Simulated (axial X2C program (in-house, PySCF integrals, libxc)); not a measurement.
Values are calculated unless marked as measured or tabulated.
# CeSH: input and output of an open-shell CI run

Program: an axial X2C code built on PySCF integrals.

Input and command:
```json
{"zs": [58, 16, 1], "q": 0, "bas": ["dyall-v3z", "dyall-av3z", "dyall-v3z"], "r0": 2.51, "metal": 0, "shells": [[3, [0, 1, 2, 3], 1], [0, [0], 1], [2, [1, 2], 1]], "fix": 0, "emax": 2.2, "nroots": 4, "r2": 1.34}
```
```bash
python soci.py task.json out
```

Keys: zs atomic numbers; q charge; bas basis sets; r0 starting distance in Å; metal index of the metal atom; shells open shells as [l, |m| values, electrons]; fix electron count of the first shell held; emax energy window in eV; nroots roots for each Ω; r2 second bond in Å, held.

Output at Ce–S–H held linear, bonds 2.664 and 1.340 Å (the second held):

```
average of configuration f1 s1 d(πδ)1
basis functions 255  fitting functions 1304
iter      average energy  largest gradient
   1      -9252.024068155   1.23e+00
   2      -9252.050806442   2.14e-03
   3      -9252.050856000   1.69e-03
   4      -9252.050856551   1.67e-04
   5      -9252.050856738   1.05e-04
   6      -9252.050856751   6.69e-06
converged
CI levels
2*Omega        energy/Eh    cm-1   g(par)  dipole/D  leading shell counts
    7     -9252.08767707        0   4.217   -3.028  {'1 1 1': 0.996}
    9     -9252.08455295      686   8.352   -2.861  {'1 1 1': 0.996}
    1     -9252.08331953      956   0.179   -2.997  {'1 1 1': 0.99}
    5     -9252.08318009      987   2.553   -2.983  {'1 1 1': 0.981}
    3     -9252.08260213     1114   2.094   -2.965  {'1 1 1': 0.989}
    1     -9252.08200865     1244   1.286   -2.988  {'1 1 1': 0.988}
    3     -9252.08108169     1448   2.475   -3.010  {'1 1 1': 0.976}
    5     -9252.08087024     1494   5.371   -3.024  {'1 1 1': 0.969}
    7     -9252.08060594     1552   6.551   -3.006  {'1 1 1': 0.983}
    9     -9252.08005830     1672  10.247   -2.608  {'1 1 1': 0.991}
   11     -9252.07980226     1728  12.155   -2.970  {'1 1 1': 0.997}
    7     -9252.07905610     1892   8.897   -2.845  {'1 1 1': 0.979}
    5     -9252.07857503     1998   6.853   -2.953  {'1 1 1': 0.978}
    3     -9252.07842447     2031   5.157   -2.893  {'1 1 1': 0.988}
    1     -9252.07810371     2101   3.127   -2.819  {'1 1 1': 0.987}
    1     -9252.07695318     2354   0.950   -2.723  {'1 1 1': 0.993}
    7     -9252.07652159     2448   6.217   -2.618  {'1 1 1': 0.975}
    3     -9252.07553309     2665   3.218   -2.505  {'1 1 1': 0.992}
    9     -9252.07475711     2836   9.949   -2.808  {'1 1 1': 0.993}
   13     -9252.07444128     2905  16.005   -3.002  {'1 1 1': 0.998}
    5     -9252.07240075     3353   3.310   -2.873  {'1 1 1': 0.882, '1 2 0': 0.096}
   11     -9252.07063439     3740  13.812   -3.018  {'1 1 1': 0.995}
    9     -9252.06848649     4212  11.360   -2.920  {'1 1 1': 0.989}
   11     -9252.05963422     6155  12.023   -2.677  {'1 1 1': 0.932, '1 0 2': 0.067}
   11     -9252.05352556     7495  13.991   -1.875  {'1 1 1': 0.99}
   13     -9252.03837728    10820  14.308   -5.394  {'1 0 2': 0.997}
   13     -9252.03470228    11627  15.705   -5.560  {'1 0 2': 0.996}
   15     -9252.03238894    12134  18.006   -5.498  {'1 0 2': 0.997}
   13     -9252.02339198    14109  14.384   -5.675  {'1 0 2': 0.998}
```

Dipoles in the output refer to the first atom as origin.

There is no dynamic correlation: spin–orbit spacings and, for f shells, spacings inside one term are the most reliable numbers, splittings between terms come out too wide, and energies between configurations are not reliable, so the lowest level need not be the ground state of the molecule. At most 4 roots were kept for each Ω > 0 (twice that for Ω = 0) within 2.2 eV of the lowest, so higher up levels can be missing between those listed; levels with Ω > 0 are doubly degenerate and listed once, Ω = 0 levels singly. Some active spinors are only partly of the character that their shell is named for, so the shell names and counts are nominal. The molecule was held linear; bending was not examined. Hydrosulfides and their kin are strongly bent in nature, so this linear model does not describe the real molecule.
